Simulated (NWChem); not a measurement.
What each level costs for silicon monosulfide (SSi)

```xyz
2

Si     0.0000     0.0000     1.0345
S      0.0000     0.0000    -0.9052
```
Charge 0, spin multiplicity 1.

Everything below was run with NWChem. The geometry was optimised at PBE0/def2-SVP, a minimum by its harmonic frequencies.

Basis set: cc-pVTZ (68 functions). Each entry is one whole single-point run; the coupled-cluster runs use the TCE module, and the SCF and DFT modules converge to different thresholds.

The correlated methods keep 10 core orbitals frozen. B3LYP has NWChem's definition, with VWN1-RPA local correlation.

### Question
Roughly how much processor time does each of these take, relative to RHF: MP2, RI-MP2, B2PLYP, PBE, B3LYP, PBE0, CR-CCSD(T)?

### Answer
RI-MP2 about the same, within a factor of 3; PBE about the same, within a factor of 3; B3LYP about the same, within a factor of 3; PBE0 about the same, within a factor of 3; MP2 about the same, within a factor of 3; B2PLYP about the same, within a factor of 3; CR-CCSD(T) about 4 (rough ratios from shared machines).
